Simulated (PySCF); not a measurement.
## Interval between two levels of Ne⁺ by level of theory

Ne⁺ [He] 2s2 2p5 [2P3/2, M_J = 3/2] → Ne⁺ [He] 2s2 2p4 3s1 [4P5/2, M_J = 5/2], as a difference of total energies. Computed with PySCF 2.14 in x2c-TZVPall-2c with one added diffuse shell each of s, p, d type (6s4p3d1f, 40 functions), with the two-component X2C-1e Hamiltonian. Correlated levels: 1s2 frozen. "Screened" scales the spin-orbit matrix elements by Boettger's factors to mimic the two-electron term; Breit and QED terms are absent.

| method | interval between two levels (cm⁻¹) |
| --- | --- |
| GHF (spin-free) | 210160 |
| GMP2 (spin-free) | 219630 |
| GHF (screened spin-orbit) | 210120 |
| GMP2 (screened spin-orbit) | 219590 |

Errors of the correlated levels include the incompleteness of this basis and the frozen core.

The labels give the starting determinants; with spin-orbit coupling the two ends relaxed to ⟨J²⟩ = 3.75, ⟨L²⟩ = 2.00, ⟨S²⟩ = 0.75 and ⟨J²⟩ = 8.75, ⟨L²⟩ = 2.00, ⟨S²⟩ = 3.75.

The promoted electron is Rydberg-like, and one or two diffuse shells describe it only roughly, which tends to raise the upper state.

For comparison: 219130 cm⁻¹ (measured; NIST Handbook of Basic Atomic Spectroscopic Data (Sansonetti and Martin, J. Phys. Chem. Ref. Data 34, 1559 (2005))).
